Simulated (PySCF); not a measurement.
Computed IR spectrum (relative IR intensity) of a molecule C₃H₅O, multiplicity 2. The structure is a stationary point at PBE0-D3(BJ)/def2-SVP. Other conformers were not sampled. Level of theory: PBE0-D3(BJ)/def2-SVP (PySCF). No scaling factor is applied to the harmonic values.

```tsv
ν (cm⁻¹)	relative intensity
386	2.7
532	20
734	34
840	3.5
920	3.7
1010	10
1055	4.6
1272	46
1372	52
1429	35
1447	15
1453	50
1673	100
3149	5.4
3198	2.6
```

Q: Identify the compound among the candidates.
A. CC[C]=O
B. [CH]=C(C)O
C. [CH2]C(C)=O

A: C, [CH2]C(C)=O
